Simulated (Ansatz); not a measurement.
# Pulling the pair apart

The pair of Li⁺ (SMILES [Li+], atom 1) and BCl3 (SMILES ClB(Cl)Cl, atoms 2–5), both closed shells, in one local arrangement (a lower one may exist), relaxed at PBE0-D4/def2-TZVP:

| atom | x (Å) | y (Å) | z (Å) |
| --- | --- | --- | --- |
| Li1 | -0.0352 | -0.2614 | -2.1893 |
| Cl2 | 0.0368 | 0.2720 | 2.2768 |
| B3 | 0.0096 | 0.0716 | 0.5996 |
| Cl4 | -0.8862 | 1.1591 | -0.4727 |
| Cl5 | 0.8749 | -1.2413 | -0.2144 |

BCl3 is shifted rigidly along the line between the mean atom positions of the two fragments (negative: closer). Counterpoise interaction energies in kJ/mol. Computed with Ansatz 0.2.0 (basis: def2-TZVPPD); correlated methods freeze the cores. The outer core shell of Li, Na, Mg and K is correlated. B3LYP uses VWN-RPA correlation.

```json
{"shift (Å)": "-0.24", "wB97M-V": "-88.9", "B3LYP-D4": "-93.5", "HF": "-74.3"}
{"shift (Å)": "-0.12", "wB97M-V": "-96.7", "B3LYP-D4": "-101.0", "HF": "-83.9"}
{"shift (Å)": "0.00", "wB97M-V": "-99.7", "B3LYP-D4": "-103.7", "HF": "-88.2"}
{"shift (Å)": "0.12", "wB97M-V": "-99.0", "B3LYP-D4": "-102.9", "HF": "-88.7"}
{"shift (Å)": "0.29", "wB97M-V": "-94.1", "B3LYP-D4": "-97.8", "HF": "-85.2"}
{"shift (Å)": "0.60", "wB97M-V": "-79.2", "B3LYP-D4": "-82.8", "HF": "-72.5"}
{"shift (Å)": "1.19", "wB97M-V": "-49.9", "B3LYP-D4": "-63.4", "HF": "-46.4"}
{"shift (Å)": "2.39", "wB97M-V": "-19.3", "B3LYP-D4": "-24.1", "HF": "-18.8"}
```

Question: What does CCSD(T) give at these shifts? (An estimate is asked for; the value comes from the calculation.)

Answer: The calculation gives: -78.1, -87.1, -90.9, -91.1, -87.3, -74.2, -47.3, -18.7 kJ/mol. For zero shift, CCSD(T) at an estimated basis limit (MP2 extrapolated from triple and quadruple zeta, plus CCSD(T) − MP2 in triple zeta) gives -97.6 kJ/mol. These are counterpoise interaction energies, counted from the two frozen fragments.

T1 diagnostic: at most 0.012.

For scale, one of the runs: CCSD(T)/def2-TZVPPD, 212 basis functions, launched by `ansatz run in.yaml --threads 4 --pin off --events-out ev --progress --plain --max-ram 9574MiB`. Time: 32 s of wall clock on 4 CPU threads of an Intel Xeon Platinum 8259CL; the host was shared. Peak host memory: 2.8 GiB.
